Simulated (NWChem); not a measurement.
Species: C₃H₄N₂; SMILES C/C=N/C#N

Results from NWChem. Geometry: optimised at PBE0/def2-SVP. Level: PBE0/def2-SVP with SMD (1 M gas to 1 M solution), gas-phase geometry.

Predict the results for solvent water. Quantities: solvation free energy (kcal/mol); cavity-dispersion-structure term (kcal/mol); dipole in solution (D).


```yaml
solvation free energy (kcal/mol): -4.9
cavity-dispersion-structure term (kcal/mol): 4.7
dipole in solution (D): 7.20
```
